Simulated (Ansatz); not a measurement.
## Worked example: the barrier

An elementary step of AlSiH$_{7}$O$_{3}$F, doublet (AlSiH₃OF ([F][Al][O][SiH3]) + H₂O + H₂O → AlHOF ([OH][Al][F]) + SiH₄O ([OH][SiH3]) + H₂O (still joined by a long Al–O bond); bonds formed: O2–H7, H5–O8; dative contacts that become bonds: Al1–O6; bonds broken: H5–O6, H7–O8; bonds weakened to dative contacts: Al1–O2). “Start” is the structure reached by relaxing down from the saddle towards the reactants; PBE0-D4/def2-TZVP structures. The saddle:

```
13
angstrom
Al -1.4880 0.6864 -0.4485
O 0.0302 -0.3737 -0.4125
Si 0.2551 -1.9620 -0.8422
F -2.6500 -0.0715 0.4875
H 0.5023 1.6797 0.8719
O -0.7504 2.0336 0.5198
H 0.8859 0.2473 0.2424
O 1.4042 1.0582 0.9048
H 0.0894 -2.8490 0.3350
H -0.7321 -2.3129 -1.8906
H 1.6371 -2.1023 -1.3701
H -1.3017 2.4710 1.1711
H 2.1182 1.4952 0.4313
```

Ansatz 0.2.0; basis: def2-TZVPP and def2-QZVPP; cores frozen in the correlated methods; orbitals are unrestricted.

Energies in eV:

| quantity | saddle | start |
| --- | --- | --- |
| Hartree–Fock, triple zeta (X = 3) | -23382.63349 | -23383.36008 |
| Hartree–Fock, quadruple zeta (X = 4) | -23383.54566 | -23384.27632 |
| MP2 correlation, X = 3 | -33.06527 | -32.69215 |
| MP2 correlation, X = 4 | -35.80995 | -35.44235 |
| CCSD(T) correlation, X = 3 | -34.93665 | -34.61149 |

(1) Work out the barrier at the basis limit: extrapolate Hartree–Fock as E(X) = E∞ + A exp(−7.88 √X) and the MP2 correlation as E(X) = E∞ + B X^−2.97 (the exponents that Neese and Valeev fitted for def2-TZVPP and QZVPP), then add CCSD(T) − MP2 in triple zeta.

T1 diagnostic: at most 0.013. ⟨S²⟩ of the unrestricted Hartree–Fock references: 0.75 (a pure state has 0.75).

Answers

(1) Each step is linear, so take the differences first (saddle − start): Hartree–Fock 0.72659 (X = 3) and 0.73066 (X = 4); MP2 correlation -0.37312 and -0.36760; CCSD(T) correlation -0.32516.
Two points give E∞ = E(4) + w [E(4) − E(3)], with w = 1/(exp(7.88 (2 − √3)) − 1) = 0.1377 for Hartree–Fock and w = 1/((4/3)^2.97 − 1) = 0.7407 for the correlation.
Hartree–Fock: 0.73066 + 0.1377 × 0.00407 = 0.7312 eV.
MP2 correlation: -0.36760 + 0.7407 × 0.00552 = -0.3635 eV.
CCSD(T) − MP2: -0.32516 − (-0.37312) = 0.0480 eV.
Sum: 0.7312 + (-0.3635) + 0.0480 = 0.4157 eV, or 9.59 kcal/mol. Plain CCSD(T) in triple zeta gives 0.4014 eV, so the larger basis shifts the result by 0.0143 eV.

Labels in which every atom is bracketed show which atoms are joined, not bond orders.

For scale, one of the runs: CCSD(T)/def2-TZVPP, 306 basis functions, launched by `ansatz run in.yaml --threads 4 --pin off --events-out ev --progress --plain --max-ram 66560MiB --backend cuda --devices 0, --max-vram 37GiB`. Time: 23 s of wall clock on 4 CPU threads of an AMD EPYC 7R13 and a share of one NVIDIA H100; the host was shared. Peak host memory: 1.3 GiB.
